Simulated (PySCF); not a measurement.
CH4ClFOSi2, SMILES F[Si@H]1OC[Si@@H]1Cl. Heavy atoms are numbered as in [F:1][Si@H:2]1[O:3][CH2:4][Si@@H:5]1[Cl:6]. Hydrogens are named by the atom that carries them.

Coordinates come from a B3LYP-D3(BJ)/def2-SVP optimisation. The structure was generated by enumeration; whether it is a known compound was not checked.

These are B3LYP/def2-TZVP run with PySCF values and carry that method's errors.

ESP charges are fitted to the potential on shells at 1.4 to 2.0 van der Waals radii. Atomic charges (e), one atom of each kind:

```json
[
 {"atom": "F1", "Mulliken": "-0.32", "Löwdin": "-0.02", "meta-Löwdin": "-0.50", "ESP fit": "-0.27"},
 {"atom": "Si2 (SiH)", "Mulliken": "0.60", "Löwdin": "0.06", "meta-Löwdin": "1.04", "ESP fit": "0.64"},
 {"atom": "O3", "Mulliken": "-0.37", "Löwdin": "0.05", "meta-Löwdin": "-0.61", "ESP fit": "-0.41"},
 {"atom": "C4 (CH2)", "Mulliken": "-0.12", "Löwdin": "-0.42", "meta-Löwdin": "-0.22", "ESP fit": "0.08"},
 {"atom": "Si5 (SiH)", "Mulliken": "0.30", "Löwdin": "-0.03", "meta-Löwdin": "0.53", "ESP fit": "0.01"},
 {"atom": "Cl6", "Mulliken": "-0.25", "Löwdin": "0.19", "meta-Löwdin": "-0.29", "ESP fit": "-0.12"},
 {"atom": "H on Si2", "Mulliken": "-0.05", "Löwdin": "-0.05", "meta-Löwdin": "-0.11", "ESP fit": "-0.09"},
 {"atom": "H on C4", "Mulliken": "0.11", "Löwdin": "0.12", "meta-Löwdin": "0.12", "ESP fit": "0.08"},
 {"atom": "H on Si5", "Mulliken": "-0.02", "Löwdin": "-0.03", "meta-Löwdin": "-0.08", "ESP fit": "0.02"}
]
```

Computed Mayer and Wiberg (Löwdin basis) orders of the bonds:
```tsv
bond	Mayer	Wiberg
F1–Si2	1.07	1.70
Si2–O3	1.13	1.50
O3–C4	0.94	1.41
Si2–Si5	0.91	1.00
C4–Si5	0.92	1.10
Si5–Cl6	1.12	1.79
```
